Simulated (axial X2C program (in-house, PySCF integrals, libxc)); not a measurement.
LiSc⁺: from the spin-free to the two-component result

Computed with an in-house all-electron X2C program for linear molecules (integrals from PySCF). Spin-free means the one-electron spin-free X2C Hamiltonian; two-component (2c) means X2C with spin–orbit coupling and atomic mean-field two-electron Coulomb and Gaunt terms, so the difference of the two also holds small scalar two-electron terms. Basis: Sc dyall-cv3z [10s11p7d5f2g], Li dyall-cv3z [7s8p2d] (cores contracted in-house); Gaussian nuclei, density fitting, unrestricted open shells. Masses: Sc 44.956 u, Li 7.016 u.

Spin-free state: M_S = 1/2, Λ = 0 (beyond evenly filled blocks: σα); fragments Sc + Li+.

| level | Re (Å) | ωe (cm⁻¹) | De (eV) | μ (D) |
| --- | --- | --- | --- | --- |
| PBE0 | 3.088 | 260.6 | 1.228 | 5.11 |
| HF | 3.350 | 198.8 | 1.171 | 6.07 |
| CCSD | 3.042 | 280.5 | 1.031 | n/a |
| CCSD(T) | 3.037 | 283.2 | 1.027 | n/a |
| BP86 | 3.095 | 254.0 | 1.135 | 5.63 |

Correlated methods: 11 electrons correlated (number of frozen shells: Sc 2 s, 1 p; Li 1 s), 277 virtual spin orbitals or spinors in MP2, 90 natural virtuals in coupled cluster.

Dipoles are positive if Li is the positive end and refer to the centre of mass.

Two-component determinant lowest at the distance of the search:

Ω = 1/2 (⟨Sz⟩ = 0.42, ⟨Lz⟩ = 0.08 at HF); fragments Sc + Li+.

```tsv
level	Re (Å)	ωe (cm⁻¹)	μ (D)
PBE0	3.088	260.5	5.11
HF	3.347	199.4	6.08
CCSD	3.044	280.0	n/a
CCSD(T)	3.038	282.7	n/a
BP86	3.095	253.9	5.63
```

Problem. From the two tables, how do the constants change at the CCSD(T) level (2c against spin-free)?

Solution. At the CCSD(T) level Re rises by 0.001 Å and ωe decreases by 0.5 cm⁻¹.

The state is a single determinant with fixed occupations, the lowest that a limited PBE0 search found. Dissociation energies refer to the lowest single-determinant-based atoms at the same level and basis. De is not given where an atomic determinant may have missed its ground term or J level, or where the truncated virtual space spoils (T). Density functionals use the spin component along the axis (collinear). CCSD and (T) use frozen natural virtuals with an MP2 correction for the truncation; (T) itself is uncorrected, so its De runs slightly low. Other states lie close and PBE0, whose exact exchange favours high spin, may order them wrongly; the determinant shown need not be the ground state. The nearest other spin-free determinant of the search, M_S = 1/2, Λ = 1, lies 0.06 eV up at the distance of the search. Without a current term, density functionals place determinants with orbital angular momentum somewhat too high. The determinant is spin-polarised beyond a pure state at some levels (its spin-free form has ⟨S²⟩ too high), which makes Re and μ there less reliable. The T1 diagnostic is large, a sign of multireference character.
